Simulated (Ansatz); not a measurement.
A structure relaxed at PBE-D4/def2-SVP in Ansatz, charge 1, singlet:

```csv
atom,x (Å),y (Å),z (Å)
Bi1,-1.426,1.660,-1.090
Ge2,0.228,0.870,1.099
Ge3,-2.182,-0.422,0.767
Ge4,1.431,1.297,-1.342
Ge5,2.169,-0.723,0.176
Ge6,-0.029,-1.768,1.459
Ge7,-0.190,-0.914,-1.070
```

(1) Give its formula and point group.

(2) Summarise the bond lengths by kind (pairs closer than 1.2 times the sum of covalent radii, bridged metal pairs left out).

## Answers

(1) the cluster Ge₆Bi⁺ (the lowest singlet isomer of a short search). Point group C2v (tolerance 0.1 Å).

(2) 12 × Ge–Ge 2.63 to 2.84 Å; 4 × Bi–Ge 2.86 to 2.89 Å.

In the def2 sets Bi takes a core potential; there is no spin–orbit coupling. The structure comes from a short search, and lower isomers may exist.
